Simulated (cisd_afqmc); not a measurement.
Input (X2C-AFQMC/CISD/cc-pwCVTZ-DK; cisd_afqmc is a phaseless AFQMC code with CISD trial states that reads the integrals written by Ansatz): The .json basis holds the Basis Set Exchange's core-valence set for the 3d metal and cc-pVXZ-DK of the same size for its partners.

Ansatz 0.2 input:
```python
import cisd_afqmc

open("ham.yaml", "w").write("""\
crystal:
  periodic: [false, false, false]
  atoms:
    - {symbol: Cr, position_ang: [0.00000000, 0.00000000, 0.00000000]}
basis:
  gaussian:
    orbitals: cc-pwCVTZ-DK.json
magnetization: {spin_polarized: true, initial_magnetization: 4}
correlation: {method: ccsd, frozen_orbitals: {Cr: 5}, hamiltonian_folder: ham}
scf: {lower_state_search: full}
""")
rep = cisd_afqmc.ansatz("ham.yaml")
e_ccsd = rep["correlation"]["coupled_cluster"]["energy"]["hartree"]
out = cisd_afqmc.run("ham", e_ccsd, trial="CISD", walkers=100, populations=8, threads=8, dt=0.005, steps=40, early=36, settle=10, least=32,
    cut=5e-5, rank_cut=2e-4, target=0.0003, seconds=3000, seed=4, memory=17280, gpu=False)
```

Output:

```
WARN ansatz::render: the results are in doubt because among natural orbitals the method converges to other amplitudes
orbitals 97, occupied [9, 5], factors 506 of 667, rank of the doubles 638 of 1252
E(HF) = -1049.622480
E(CCSD) on the cut factors = -1050.126188, shift to the whole factors -0.000005
Energy of the trial state on the determinant = -1050.126179
  tau behind 10.8 of longer steps, mean of the populations' last blocks
   2.0  -1050.14269
   4.0  -1050.14331
   6.0  -1050.14144
   8.0  -1050.14155
  10.0  -1050.13956
  12.0  -1050.13636
  14.0  -1050.13797
  16.0  -1050.13389
  18.0  -1050.13406
  20.0  -1050.13789
  22.0  -1050.13458
  24.0  -1050.13325
  26.0  -1050.13156
  28.0  -1050.13392
  30.0  -1050.13190
  32.0  -1050.13305
  34.0  -1050.12980
  36.0  -1050.13255
  38.0  -1050.13503
  40.0  -1050.13137
  42.0  -1050.13164
  44.0  -1050.13105
  46.0  -1050.13359
blocks 1847 (16 outliers left out), error by blocks joined: 1: 0.00020, 2: 0.00023, 4: 0.00026, 8: 0.00032, 16: 0.00038
E(AFQMC/CISD) = -1050.13547 +/- 0.00038
```

The determinant is spin-contaminated: <S^2> is 7.00, 1.00 over the pure value.

This quintet is an excited state, 0.7 eV above the septet at CCSD(T)/cc-pwCVQZ-DK (Ansatz).

The two halves of the walk average -1050.13789 and -1050.13289 Eh, farther apart than the printed bar allows, so the bar may be too narrow.

The run carries these doubts: other amplitudes, halves differ.
